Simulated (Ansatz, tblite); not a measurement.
Forces on the cluster Mn₂O₄⁺ at its PBE-D4/def2-SVP geometry. Charge 1, multiplicity 2.

The xTB rows come from tblite. At PBE-D4/def2-TZVP the charge 1 doublet is spin-contaminated (final ⟨S²⟩ up to 2.65, 0.75 for a pure state). No other spin state of charge 1 was run. The geometry of the doublet was relaxed on an unsound state (⟨S²⟩ 2.66, where a pure state has 0.75). Another isomer (doublet) lies 2.60 eV lower at PBE0-D4/def2-TZVP; other spin states weren't run for this one.

GFN1-xTB (tblite), largest force 2.40 eV/Å:

```xyz
6
positions Å, forces eV/Å
Mn    1.869    0.946    0.497   -1.865    0.871   -0.265
Mn   -0.891   -0.864   -0.283    1.488    0.397    0.381
O    -2.077    0.135   -0.369    0.817   -0.959    0.001
O     1.416    2.431    0.588    0.753   -2.280   -0.122
O    -1.090   -2.377   -0.566   -0.112    1.134    0.151
O     0.773   -0.270    0.132   -1.082    0.837   -0.147
```

GFN2-xTB (tblite), largest force 4.63 eV/Å:

```
Mn -2.809 2.895 -0.224
Mn -1.234 -0.446 -0.400
O 3.022 -3.072 0.148
O 1.493 -4.375 -0.224
O 0.193 4.128 0.718
O -0.666 0.870 -0.018
```

PBE-D4/def2-TZVP (Ansatz), largest force 0.52 eV/Å:

```
Mn 0.190 -0.192 0.016
Mn 0.373 0.148 0.099
O -0.366 0.366 -0.017
O -0.064 0.439 0.041
O -0.025 -0.513 -0.085
O -0.108 -0.247 -0.054
```
